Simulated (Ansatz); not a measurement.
Coupled-cluster diagnostics for trans-Hf(H2O)2Cl4 (HfCl4O2H4), Ansatz.

Geometry of the singlet (PBE0-D4/def2-SVP):

Cartesian coordinates in Å:
```
Cl 0.4084 -1.9318 1.2329
Cl 0.0169 1.2639 -2.1548
Cl -2.3312 -0.0055 0.1277
Cl 2.2101 1.0084 0.5598
Hf 0.0741 0.0813 -0.0574
O 0.3966 -1.5134 -1.5926
O -0.4053 1.5059 1.6000
H 0.2437 -1.3524 -2.5342
H 0.3761 -2.4536 -1.3662
H 0.2877 1.8743 2.1657
H -1.2769 1.5228 2.0191
```

In the def2 sets Hf takes a core potential; there is no spin–orbit coupling. Correlated methods freeze 22 core orbitals; core or outer-core shells of Hf are correlated, in sets that lack core-valence functions. No other spin state of charge 0 was run. Another isomer (singlet) lies 0.21 eV lower at PBE0-D4/def2-TZVP; other spin states weren't run for this one.

(1) Estimate the CCSD(T) correlation energy, the shares of MP2 and (T), T1 and the reference's ⟨S²⟩ for: charge 0, singlet, own geometry in def2-SVP; and the rough time on 4 threads of Arm Neoverse V2 on a shared host.

Answers

(1) 
| state | basis | correlation (eV) | MP2 share (%) | (T) share (%) | T1 | ⟨S²⟩ (pure) | wall time |
| --- | --- | --- | --- | --- | --- | --- | --- |
| charge 0, singlet, own geometry | def2-SVP | -33.655 | 93.3 | 2.4 | 0.013 | 0.00 (0.00) | 47 s |
Customary marks for T1 are 0.02 (closed shells), 0.045 (open shells) and about 0.05 (3d metals). T1 stays under 0.02 throughout.
